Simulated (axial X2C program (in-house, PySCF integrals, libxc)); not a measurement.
# What spin–orbit coupling does to BeI⁺

All values were computed with an axial X2C code built on PySCF integrals. Spin-free means the one-electron spin-free X2C Hamiltonian; two-component (2c) means X2C with spin–orbit coupling and atomic mean-field two-electron Coulomb and Gaunt terms, so the difference of the two also holds small scalar two-electron terms. Basis: I dyall-cv3z [11s12p8d4f1g], Be dyall-cv3z [8s8p3d1f] (cores contracted in-house); Gaussian nuclei, density fitting, unrestricted open shells. Masses: I 126.904 u, Be 9.012 u.

Spin-free state: M_S = 0, Λ = 0 (closed shell); fragments I + Be+.

```
  level  Re (Å)  ωe (cm⁻¹)  De (eV)  μ (D)
     HF   2.079      747.3    2.175   9.22
    MP2   2.075      761.3    3.478    n/a
   CCSD   2.077      748.7    3.405    n/a
CCSD(T)   2.080      747.2    3.533    n/a
    M06   2.067      742.8    3.532   8.14
```

Correlated methods: 8 electrons correlated (number of frozen shells: I 4 s, 3 p, 2 d; Be 1 s), 226 virtual spin orbitals or spinors in MP2, 90 natural virtuals in coupled cluster.

Dipoles are positive if Be is the positive end and refer to the centre of mass.

Two-component determinant lowest at the distance of the search:

Ω = 0 (closed shell); fragments I + Be+.

```csv
level,Re (Å),ωe (cm⁻¹),De (eV),μ (D)
HF,2.084,736.4,1.890,9.15
MP2,2.079,751.7,3.214,n/a
CCSD,2.082,737.6,3.135,n/a
CCSD(T),2.084,736.2,3.263,n/a
M06,2.073,727.6,3.263,8.04
```

Question: From the two tables, how do the constants change at the CCSD(T) level (2c against spin-free)?

Answer: At the CCSD(T) level Re rises by 0.004 Å and ωe falls by 11.0 cm⁻¹; De changes by -0.270 eV.

The state is a single determinant with fixed occupations, the lowest that a limited PBE0 search found. The closed shell is kept restricted, so the energy runs too high when the bond is stretched far. Dissociation energies refer to the lowest single-determinant-based atoms at the same level and basis. CCSD and (T) use frozen natural virtuals with an MP2 correction for the truncation; (T) itself is uncorrected, so its De runs slightly low. The functionals have no current-density term, which raises determinants with orbital currents, atoms included.
